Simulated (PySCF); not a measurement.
## Vertical excitation energies

C6H13P.
Structure used (GFN2-xTB), in Å, numbered top down from 1:
```xyz
20
C6H13P angstrom
C     -2.542   -0.094    0.313
C     -1.099    0.352    0.091
C     -0.403   -0.518   -0.953
C      1.013   -0.048   -1.273
C      1.937   -0.164   -0.065
C      1.495    0.738    1.081
P     -0.204    0.369    1.734
H     -2.572   -1.122    0.673
H     -3.026    0.540    1.053
H     -3.108   -0.038   -0.616
H     -1.104    1.394   -0.258
H     -0.368   -1.552   -0.598
H     -0.999   -0.506   -1.870
H      1.414   -0.651   -2.091
H      0.984    0.991   -1.609
H      1.958   -1.203    0.275
H      2.955    0.108   -0.359
H      1.496    1.785    0.763
H      2.189    0.653    1.923
H     -0.021   -1.024    1.782
```

Method: TDDFT wB97X-D/def2-SVPD, vertical, gas phase, core orbitals frozen in the response in PySCF 2.14.0, density-fitted response routines.

```csv
state,E (eV),λ (nm),f,|μ| (D),"main configurations (H = HOMO, L = LUMO)"
S1,6.53,189.8,0.064,1.61,"H→L+1 (73%), H→L+4 (13%)"
S2,6.66,186.0,0.055,1.48,"H→L (37%), H→L+2 (32%), H→L+3 (16%)"
S3,7.36,168.5,0.126,2.12,"H→L (26%), H→L+3 (22%), H→L+6 (16%)"
S4,7.41,167.3,0.0022,0.28,"H→L+2 (47%), H→L+3 (36%), H→L (9%)"
S5,7.91,156.7,0.040,1.15,"H→L+4 (42%), H→L+6 (13%), H→L (12%)"
S6,8.03,154.4,0.033,1.04,"H→L+5 (27%), H-1→L (17%), H→L+6 (10%)"
S7,8.23,150.6,0.068,1.48,"H-1→L (26%), H-1→L+2 (22%), H-1→L+3 (13%)"
S8,8.31,149.1,0.029,0.95,H-1→L+1 (75%)
```

Triplets (Tamm–Dancoff): T1 5.60 eV, H→L+1 (41%), H→L+4 (23%), H→L+2 (10%); T2 5.65 eV, H→L+2 (26%), H→L+1 (17%), H→L (16%); T3 7.14 eV, H→L (49%), H→L+6 (22%), H→L+5 (11%).

The lowest singlet comes at 190 nm (630 kJ/mol) in the vacuum ultraviolet; it is of moderate strength; its leading configuration is HOMO→LUMO+1 (73%). The most intense listed level is S3 at 7.36 eV (169 nm, f = 0.126), 0.82 eV above S1. Löwdin shares by element: HOMO phosphorus 58%, carbon 18% or more, hydrogen 6% or more (atoms not listed hold the other 18%); LUMO carbon 28% or more, phosphorus 10% (atoms not listed hold the other 63%). The listed states span 1.78 eV, and the widest gap between neighbours is 0.69 eV (S2 to S3). Of the 8 states listed, 7 reach f = 0.01 and none stays under 0.0005. Weighted by f, the mean energy of these states is 7.45 eV. Singlets were solved by full linear response, triplets in the Tamm–Dancoff approximation.

One conformer stands for the species.
